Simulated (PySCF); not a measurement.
# C7H8S: core ionisation energies

C7H8S.
Numbering: `[cH:1]1[cH:2][s:3][c:4]([CH:5]2[CH2:6][CH2:7]2)[cH:8]1`

Method: delta-SCF UKS SCAN, pcX-2 on the ionised atom, pcseg-1 elsewhere, spin-free X2C in PySCF 2.14.0. Each binding energy is the total energy of the core-ionised species, with the hole localised on one atom, minus that of the ground state; both are solved self-consistently, so orbital relaxation is included.

Task: Give the core binding energies atom by atom.

Result: 
```json
{"atom(s)": "C1", "environment": "aromatic CH carbon", "level": "C 1s", "binding energy (eV)": "290.11", "above the level's lowest (eV)": "+0.21", "count": "1"}
{"atom(s)": "C2", "environment": "aromatic CH next to a ring sulfur", "level": "C 1s", "binding energy (eV)": "290.28", "above the level's lowest (eV)": "+0.38", "count": "1"}
{"atom(s)": "S3", "environment": "thiophene-type sulfur", "level": "S 1s", "binding energy (eV)": "2477.56", "above the level's lowest (eV)": "0.00", "count": "1"}
{"atom(s)": "C4", "environment": "substituted aromatic carbon", "level": "C 1s", "binding energy (eV)": "290.63", "above the level's lowest (eV)": "+0.73", "count": "1"}
{"atom(s)": "C5", "environment": "benzylic-type carbon", "level": "C 1s", "binding energy (eV)": "290.93", "above the level's lowest (eV)": "+1.03", "count": "1"}
{"atom(s)": "C6/C7", "environment": "three-membered-ring carbon", "level": "C 1s", "binding energy (eV)": "290.55", "above the level's lowest (eV)": "+0.65", "count": "2"}
{"atom(s)": "C8", "environment": "aromatic CH carbon", "level": "C 1s", "binding energy (eV)": "289.90", "above the level's lowest (eV)": "0.00", "count": "1"}
```

Lowest listed C 1s: C8, bonded to 2 C (aromatic in the SMILES) and H. Highest, 1.03 eV above it: C5, bonded to 3 C and H. Summing the Pauling electronegativity differences to the bonded atoms, each weighted by its formal bond order, gives -0.35 for the lowest site and -0.35 for the highest; the largest sum, +0.05, belongs to C4, 0.30 eV below the top. The smallest sum, -0.70, belongs to C6/C7, 0.65 eV above the lowest.

Task: Which photon energy gives electrons from C 1s of C5 a kinetic energy of 200 eV, and what is their de Broglie wavelength?

Result: hν = 290.93 + 200 = 490.93 eV, recoil neglected; λ = 12.264 Å/√(E/eV) = 0.87 Å.

The first atom of each set that the bonding makes equivalent was ionised and stands for the set. Not every level is listed. The structure is a single PBE0-D3(BJ)/def2-SVP conformer in the gas phase; no vibrational or solvent corrections.

Hardware: one thread of an Arm Neoverse V2, on a shared host. Cost: 72 s.

Shape of the structure used: `[cH:1]1[cH:2][s:3][c:4]([CH:5]2[CH2:6][CH2:7]2)[cH:8]1`: S3–C4–C5–C6 -37°.
